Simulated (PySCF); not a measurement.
Species: C7H4F4O2.
Atom-mapped SMILES: `[F:1][C:2]1=[CH:3][C@@H:4]2[O:5][C@H:6]1[CH:7]=[C:8]2[O:9][C:10]([F:11])([F:12])[F:13]` (hydrogens: H14 on C3; H15 on C4; H16 on C6; H17 on C7)

The geometry is computed with GFN2-xTB (gas phase).

(1) What internal coordinates does the optimisation give?

Answers

(1) 
```
            bond  length (pm)
           F1–C2        132.4
           C2=C3        132.4
           C3–C4        153.3
           C4–O5        141.6
           O5–C6        142.0
           C6–C7        153.6
           C7=C8        132.5
           C8–O9        137.5
          O9–C10        132.9
         C10–F11        132.4
C10–F12, C10–F13        134.0
           C2–C6        153.5
           C4–C8        154.0
          C3–H14        106.8
          C4–H15        108.3
          C6–H16        108.4
          C7–H17        107.0
```

Bonds in one row agree within 1 pm and their mean is given. A selection of angles:
```
      angle  degrees
   F1–C2–C3    130.9
   F1–C2–C6    122.4
   C3–C2–C6    106.6
   C2–C3–C4    102.9
  C2–C3–H14    131.6
  C4–C3–H14    125.5
   C3–C4–O5    101.6
   C3–C4–C8    105.1
  C3–C4–H15    118.0
   O5–C4–C8     99.6
  O5–C4–H15    113.1
  C8–C4–H15    116.9
   C4–O5–C6     95.8
   O5–C6–C7    101.3
  O5–C6–H16    113.0
  C7–C6–H16    117.6
   C2–C6–O5     99.4
   C2–C6–C7    105.1
  C2–C6–H16    117.8
   C6–C7–C8    103.2
  C6–C7–H17    124.7
  C8–C7–H17    132.1
   C7–C8–O9    134.2
   C4–C8–C7    106.1
   C4–C8–O9    119.7
  C8–O9–C10    116.8
 O9–C10–F11    109.1
 O9–C10–F12    113.3
F11–C10–F12    107.3
F12–C10–F13    105.7
```

Torsions: F1–C2–C3–C4 178° (antiperiplanar); C2–C3–C4–O5 34° (synclinal); C3–C4–O5–C6 -54° (synclinal); C4–O5–C6–C7 -54° (synclinal); O5–C6–C7–C8 34° (synclinal); C6–C7–C8–O9 178° (antiperiplanar); C7–C8–O9–C10 -2° (synperiplanar); C8–O9–C10–F11 180° (antiperiplanar); F1–C2–C6–O5 148° (anticlinal); C3–C4–C8–C7 71° (synclinal).

The 5-membered ring C2–C3–C4–O5–C6 has internal angles of 95.8° to 106.6° (sum 506°, against 540° for a flat polygon); it is puckered, 0.24 Å rms from its mean plane, widest ring torsion 54°. The 5-membered ring C4–O5–C6–C7–C8 has internal angles of 95.8° to 106.1°; it is puckered, 0.24 Å rms from its mean plane, widest ring torsion 54°. O5 (cyclic ether oxygen) is bent (angle 95.8°). The C–C distances run from 1.324 Å (C2=C3, drawn double) to 1.540 Å (C4–C8, drawn single), a spread of 0.216 Å. Of the pairs four or more bonds apart, C7···F13 is among the closest relative to their van der Waals radii: 2.96 Å, 93 % of the sum of Bondi's values. The C–O distances run from 1.329 Å (O9–C10, drawn single) to 1.420 Å (O5–C6, drawn single), a spread of 0.091 Å.

Point group: C1 (no symmetry element, even within 0.4 Å). Stationary, but not proved a minimum. One conformer, not necessarily the lowest.
